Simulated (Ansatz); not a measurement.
One change: `C[Se][GaH][Cl]` becomes `C[Se][GaH2]`.

Ansatz, PBE0-D4/def2-TZVP geometries, multiplicity 1. Each molecule was computed in one conformer, which needn't be the lowest.

Scalar relativity is left out up to krypton.

| property | `C[Se][GaH][Cl]` |
| --- | --- |
| HOMO–LUMO gap (B3LYP/def2-TZVPP) / eV | 5.28 |
| ideal-gas entropy at 298 K and 1 bar (rigid rotor, harmonic PBE0-D4/def2-TZVP) / J/(mol·K) | 374 |
| HOMO energy (PBE/def2-TZVPP) / eV | -6.02 |
| size of the dipole moment (PBE/def2-TZVPP) / D | 1.10 |
| zero-point energy (PBE0-D4/def2-TZVP) / kJ/mol | 121.8 |
| HOMO–LUMO gap (PBE/def2-TZVPP) / eV | 3.91 |

Problem. What does the change do to each property? (Estimate.)

Solution. Computed: 
| property | `C[Se][GaH2]` | shift |
| --- | --- | --- |
| HOMO–LUMO gap (B3LYP/def2-TZVPP) / eV | 4.98 | -0.30 |
| ideal-gas entropy at 298 K and 1 bar (rigid rotor, harmonic PBE0-D4/def2-TZVP) / J/(mol·K) | 336 | -38 |
| HOMO energy (PBE/def2-TZVPP) / eV | -5.81 | 0.21 |
| size of the dipole moment (PBE/def2-TZVPP) / D | 1.29 | 0.19 |
| zero-point energy (PBE0-D4/def2-TZVP) / kJ/mol | 135.3 | 13.5 |
| HOMO–LUMO gap (PBE/def2-TZVPP) / eV | 3.65 | -0.26 |

Dipoles are sizes alone; their direction can turn. Modes under 60 cm⁻¹, often nearly free rotors, make the harmonic entropy too high.

B3LYP here is the variant with VWN-RPA as its local correlation; programs differ in this.

Spin–orbit coupling is left out; it splits and shifts lone-pair levels of the heavy atoms by tenths of an eV.
